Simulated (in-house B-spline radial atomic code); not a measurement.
RPA and G0W0 for Cd²⁺, [Kr] 4d10, as one setting changes: the radius of a hard wall (bohr). Start: PBE. A dash marks a level of low quasi-particle weight. Computed with a B-spline radial code for spherical atoms: all electrons, scalar-relativistic (spin-free one-electron X2C), finite nucleus, each spin shell either full or empty, empty states to l = 9 with an (l + 1/2)⁻⁴ tail; G0W0 by contour deformation at full frequency.

| radius of a hard wall (bohr) | mean-field level (eV) | G0W0 level (eV) | RPA correlation (Eh) |
| --- | --- | --- | --- |
| 2 | 0.716 | 4d -10.543 | -3.6153 |
| 2.5 | ? | ? | ? |
| 3 | -26.013 | 4d -34.79 | -3.6157 |
| 3.5 | ? | ? | ? |
| 4 | -29.781 | 4d -37.56 | -3.6208 |
| 5 | -30.35 | 4d -37.79 | -3.621 |
| 6 | -30.43 | 4d -37.78 | -3.6206 |
| 8 | -30.44 | 4d -37.77 | -3.6198 |
| 12 | -30.44 | 4d -37.76 | -3.6189 |

(1) What belongs in the row for 3.5?

(2) What belongs in the row for 2.5?

Results:

(1) mean-field level (eV): -28.710; G0W0 level (eV): 4d -36.87; RPA correlation (Eh): -3.6193.

(2) mean-field level (eV): -19.045; G0W0 level (eV): 4d -28.770; RPA correlation (Eh): -3.61.
